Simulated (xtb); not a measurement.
ClO2W (SMILES [O]=[W](=[O])[Cl]), doublet, at a GFN2-xTB geometry (such geometries of metal compounds can be far from the true shape) (the multiplicity is a formal guess), atoms displaced at random by about 0.1 Å a coordinate. Base run: GFN1-xTB in xtb.

xtb was given this input:
```
$ xtb mol.xyz --gfn 1 --uhf 1 --opt --json

# file mol.xyz
4

W      0.05252599    -0.01604953     0.02634928
O      1.59509558    -0.53975709    -0.30392015
O     -0.62260562    -0.85815604     1.48500639
Cl    -0.98979526     1.32739795    -0.92695282
```

Each row names what was changed in the base input (with any setting that the change needs).

| change | ΔE vs base (kJ/mol) | optimiser steps |
|---|---|---|
| base | 0.00 | 8 |
| alpb = water | -49.2 | 12 |
| opt level = lax | 0.00 | 7 |
| opt level = tight | 0.00 | 9 |
| opt level = vtight | 0.00 | 9 |
| opt level = sloppy | 0.03 | 6 |
| engine = inertial | 0.03 | - |
| alpb = acetonitrile | -14.96 | 8 |
| opt level = loose | 0.03 | 6 |
| opt level = extreme | 0.00 | 11 |
